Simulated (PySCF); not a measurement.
C4H11FInN (SMILES C[CH2][In]([F])[N](C)C), singlet, geometry from GFN2-xTB (such geometries of metal compounds can be far from the true shape) (all electrons, no relativity), with bond 15-11 at 1.8 times its length; CASSCF(2,4)/STO-3G in PySCF.

PySCF was given this input:
```python
from pyscf import gto, scf, mcscf
import numpy

mol = gto.Mole()
mol.atom = '''
    In    0.004370   -0.087374   -0.209440
    F    -1.385081   -0.957278    0.990208
    C     0.365804   -1.396647   -2.097851
    C    -0.124675   -2.789949   -1.805843
    H     1.433417   -1.345032   -2.297970
    H    -0.194340   -0.908024   -2.892168
    H    -1.165514   -2.772755   -1.482379
    H     0.468252   -3.257986   -1.019978
    H    -0.057381   -3.410272   -2.702565
    N     0.652198    1.779563    0.846425
    C     1.164326    1.418581    2.144871
    C    -0.477004    2.666878    0.979156
    H     1.512574    2.323315    2.655298
    H     0.409545    0.939247    2.787989
    H     2.687184    0.190121    1.920567
    H    -1.291784    2.240716    1.585363
    H    -0.147540    3.591794    1.465606
    H    -0.862067    2.909612   -0.015745
'''
mol.basis = 'sto-3g'
mol.charge = 0
mol.spin = 0
mol.verbose = 4
mol.build()

mf = scf.RHF(mol)
mf.kernel()
mc = mcscf.CASSCF(mf, 4, 2)
mc.fix_spin_(ss=0.0)
mc.kernel()
occ = numpy.linalg.eigvalsh(mc.fcisolver.make_rdm1(mc.ci, mc.ncas, mc.nelecas))[::-1]
ss = mc.fcisolver.spin_square(mc.ci, mc.ncas, mc.nelecas)[0]
print('natural occupations', occ.round(4), ' <S^2>', round(ss, 4))
```

Question: Predict the main parts of the log of this PySCF run.

Answer: 
```
PySCF version 2.14.0

[INPUT] verbose = 4
[INPUT] num. atoms = 18
[INPUT] num. electrons = 100
[INPUT] charge = 0
[INPUT] spin (= nelec alpha-beta = 2S) = 0
[INPUT] symmetry False subgroup None
[INPUT] Mole.unit = angstrom
[INPUT] Symbol           X                Y                Z      unit          X                Y                Z       unit  Magmom
[INPUT]  1 In     0.004370000000  -0.087374000000  -0.209440000000 AA    0.008258103164  -0.165112930408  -0.395784239529 Bohr   0.0
[INPUT]  2 F     -1.385081000000  -0.957278000000   0.990208000000 AA   -2.617423750339  -1.808993245071   1.871221926353 Bohr   0.0
[INPUT]  3 C      0.365804000000  -1.396647000000  -2.097851000000 AA    0.691269375270  -2.639280322695  -3.964363840145 Bohr   0.0
[INPUT]  4 C     -0.124675000000  -2.789949000000  -1.805843000000 AA   -0.235601604580  -5.272239511504  -3.412548693963 Bohr   0.0
[INPUT]  5 H      1.433417000000  -1.345032000000  -2.297970000000 AA    2.708765552296  -2.541742108776  -4.342533942467 Bohr   0.0
[INPUT]  6 H     -0.194340000000  -0.908024000000  -2.892168000000 AA   -0.367249375048  -1.715916674532  -5.465405426231 Bohr   0.0
[INPUT]  7 H     -1.165514000000  -2.772755000000  -1.482379000000 AA   -2.202502254346  -5.239747560518  -2.801290322807 Bohr   0.0
[INPUT]  8 H      0.468252000000  -3.257986000000  -1.019978000000 AA    0.884868037280  -6.156701257667  -1.927479073082 Bohr   0.0
[INPUT]  9 H     -0.057381000000  -3.410272000000  -2.702565000000 AA   -0.108434374754  -6.444480090273  -5.107107683835 Bohr   0.0
[INPUT] 10 N      0.652198000000   1.779563000000   0.846425000000 AA    1.232475598989   3.362886691409   1.599511434985 Bohr   0.0
[INPUT] 11 C      1.164326000000   1.418581000000   2.144871000000 AA    2.200257259710   2.680729575512   4.053218762522 Bohr   0.0
[INPUT] 12 C     -0.477004000000   2.666878000000   0.979156000000 AA   -0.901406920322   5.039669027628   1.850336673225 Bohr   0.0
[INPUT] 13 H      1.512574000000   2.323315000000   2.655298000000 AA    2.858350603138   4.390429051094   5.017785999105 Bohr   0.0
[INPUT] 14 H      0.409545000000   0.939247000000   2.787989000000 AA    0.773927885685   1.774919593319   5.268535648300 Bohr   0.0
[INPUT] 15 H      2.687184000000   0.190121000000   1.920567000000 AA    5.078041806313   0.359276620528   3.629345633878 Bohr   0.0
[INPUT] 16 H     -1.291784000000   2.240716000000   1.585363000000 AA   -2.441117972095   4.234339562931   2.995901878019 Bohr   0.0
[INPUT] 17 H     -0.147540000000   3.591794000000   1.465606000000 AA   -0.278810192418   6.787506955856   2.769593946519 Bohr   0.0
[INPUT] 18 H     -0.862067000000   2.909612000000  -0.015745000000 AA   -1.629070531025   5.498369808748  -0.029753737831 Bohr   0.0

nuclear repulsion = 707.664573256452
number of shells = 40
number of NR pGTOs = 204
number of NR cGTOs = 68
basis = sto-3g
ecp = {}

******** <class 'pyscf.scf.hf.RHF'> ********
method = RHF
initial guess = minao
damping factor = 0
level_shift factor = 0
DIIS = <class 'pyscf.scf.diis.CDIIS'>
diis_start_cycle = 1
diis_space = 8
diis_damp = 0
SCF conv_tol = 1e-09
SCF conv_tol_grad = None
SCF max_cycles = 50
direct_scf = True
direct_scf_tol = 1e-13
Set gradient conv threshold to 3.16228e-05
Initial guess from minao.
init E= -5975.07690676057
  HOMO = -0.402886988799954  LUMO = -0.262579382386693  gap/eV = 3.81796
cycle= 1 E= -5990.19170706213  delta_E= -15.1  |g|= 0.619  |ddm|= 4.87
  HOMO = -0.070835578131017  LUMO = 0.200136960757466  gap/eV = 7.37354
cycle= 2 E= -5990.42596576208  delta_E= -0.234  |g|= 0.21  |ddm|= 1.57
  HOMO = -0.222139198797301  LUMO = 0.218288228518196  gap/eV = 11.98464
cycle= 3 E= -5990.44644061487  delta_E= -0.0205  |g|= 0.0645  |ddm|= 0.406
  HOMO = -0.234119598127556  LUMO = 0.212815099196121  gap/eV = 12.16171
cycle= 4 E= -5990.44983985464  delta_E= -0.0034  |g|= 0.0204  |ddm|= 0.182
  HOMO = -0.236031494703323  LUMO = 0.213841611785823  gap/eV = 12.24167
cycle= 5 E= -5990.45034719533  delta_E= -0.000507  |g|= 0.0073  |ddm|= 0.0826
  HOMO = -0.237565235685692  LUMO = 0.213496300069169  gap/eV = 12.27401
cycle= 6 E= -5990.45041072811  delta_E= -6.35e-05  |g|= 0.00295  |ddm|= 0.0282
  HOMO = -0.2374695359565  LUMO = 0.213484571219096  gap/eV = 12.27109
cycle= 7 E= -5990.45042220199  delta_E= -1.15e-05  |g|= 0.000716  |ddm|= 0.0143
  HOMO = -0.237719625801322  LUMO = 0.213420510844249  gap/eV = 12.27615
cycle= 8 E= -5990.45042275626  delta_E= -5.54e-07  |g|= 0.000236  |ddm|= 0.00296
  HOMO = -0.237651239347108  LUMO = 0.213456501871828  gap/eV = 12.27527
cycle= 9 E= -5990.45042281042  delta_E= -5.42e-08  |g|= 5.38e-05  |ddm|= 0.000916
  HOMO = -0.23766424167645  LUMO = 0.213460317146567  gap/eV = 12.27572
cycle= 10 E= -5990.45042281404  delta_E= -3.62e-09  |g|= 2.16e-05  |ddm|= 0.000216
  HOMO = -0.23765846957339  LUMO = 0.213460044646509  gap/eV = 12.27556
cycle= 11 E= -5990.45042281445  delta_E= -4.09e-10  |g|= 7.7e-06  |ddm|= 6.65e-05
  HOMO = -0.237660276059823  LUMO = 0.213460083202588  gap/eV = 12.27561
Extra cycle  E= -5990.4504228145  delta_E= -5.18e-11  |g|= 4.03e-06  |ddm|= 2.1e-05
converged SCF energy = -5990.4504228145

******** <class 'pyscf.mcscf.mc1step.CASSCF'> ********
CAS (1e+1e, 4o), ncore = 49, nvir = 15
max_cycle_macro = 50
max_cycle_micro = 4
conv_tol = 1e-07
conv_tol_grad = None
orbital rotation max_stepsize = 0.02
orbital rotation threshold for CI restart = 0.01
augmented hessian ah_max_cycle = 30
augmented hessian ah_conv_tol = 1e-12
augmented hessian ah_linear dependence = 1e-14
augmented hessian ah_level shift = 1e-08
augmented hessian ah_start_tol = 2.5
augmented hessian ah_start_cycle = 3
augmented hessian ah_grad_trust_region = 3
kf_trust_region = 3
kf_interval = 4
ci_response_space = 4
ci_grad_trust_region = 3
with_dep4 0
natorb = False
canonicalization = True
sorting_mo_energy = False
ao2mo_level = 2
internal_rotation = False
******** <class 'pyscf.fci.addons.SpinPenaltyFCISolver'> ********
max. cycles = 50
conv_tol = 1e-08
davidson only = True
linear dependence = 1e-12
level shift = 0.001
max iter space = 12
nroots = 1
pspace_size = 400
spin = None
CASCI E = -5990.45140767968  S^2 = 0.0000000
Set conv_tol_grad to 0.000316228
macro iter   1 ( 21 JK    4 micro), CASSCF E = -5990.45844498196  dE = -7.03730228e-03  S^2 = 0.0000000
               |grad[o]|=0.00536  |grad[c]|=0.065  |ddm|=0.0209  |maxRot[o]|=0.234
macro iter   2 ( 21 JK    4 micro), CASSCF E = -5990.46476542207  dE = -6.32044011e-03  S^2 = 0.0000000
               |grad[o]|=0.0231  |grad[c]|=0.0172  |ddm|=0.00964  |maxRot[o]|=0.168
macro iter   3 ( 21 JK    4 micro), CASSCF E = -5990.46551778905  dE = -7.52366976e-04  S^2 = 0.0000000
               |grad[o]|=0.0181  |grad[c]|=0.0228  |ddm|=0.0116  |maxRot[o]|=0.0669
macro iter   4 ( 21 JK    4 micro), CASSCF E = -5990.46619926215  dE = -6.81473101e-04  S^2 = 0.0000000
               |grad[o]|=0.00917  |grad[c]|=0.0171  |ddm|=0.014  |maxRot[o]|=0.235
macro iter   5 ( 21 JK    4 micro), CASSCF E = -5990.46719990378  dE = -1.00064163e-03  S^2 = 0.0000000
               |grad[o]|=0.00686  |grad[c]|=0.00945  |ddm|=0.011  |maxRot[o]|=0.214
macro iter   6 ( 21 JK    4 micro), CASSCF E = -5990.46768155061  dE = -4.81646836e-04  S^2 = 0.0000000
               |grad[o]|=0.0043  |grad[c]|=0.00495  |ddm|=0.00621  |maxRot[o]|=0.264
macro iter   7 ( 21 JK    4 micro), CASSCF E = -5990.46788253331  dE = -2.00982699e-04  S^2 = 0.0000000
               |grad[o]|=0.00216  |grad[c]|=0.00237  |ddm|=0.00487  |maxRot[o]|=0.306
macro iter   8 ( 21 JK    4 micro), CASSCF E = -5990.46812179346  dE = -2.39260153e-04  S^2 = 0.0000000
               |grad[o]|=0.0012  |grad[c]|=0.00123  |ddm|=0.0017  |maxRot[o]|=0.297
macro iter   9 ( 21 JK    4 micro), CASSCF E = -5990.46815794540  dE = -3.61519387e-05  S^2 = 0.0000000
               |grad[o]|=0.00077  |grad[c]|=0.000464  |ddm|=0.00166  |maxRot[o]|=0.0891
macro iter  10 (  7 JK    2 micro), CASSCF E = -5990.46815855535  dE = -6.09951712e-07  S^2 = 0.0000000
               |grad[o]|=0.000184  |grad[c]|=6.52e-05  |ddm|=8.41e-05  |maxRot[o]|=0.00287
macro iter  11 (  1 JK    1 micro), CASSCF E = -5990.46815855541  dE = -5.18411980e-11  S^2 = 0.0000000
               |grad[o]|=2.63e-05  |grad[c]|=7.35e-06  |ddm|=4.77e-06  |maxRot[o]|=    0
1-step CASSCF converged in  11 macro (197 JK  39 micro) steps
CASSCF canonicalization
Density matrix diagonal elements [1.95654711e+00 5.38907008e-04 7.57383718e-03 3.53401459e-02]
CASSCF energy = -5990.46815855541
CASCI E = -5990.46815855541  E(CI) = -1.26271581956462  S^2 = 0.0000000
natural occupations [1.9588e+00 4.0200e-02 5.0000e-04 4.0000e-04]  <S^2> 0.0
```
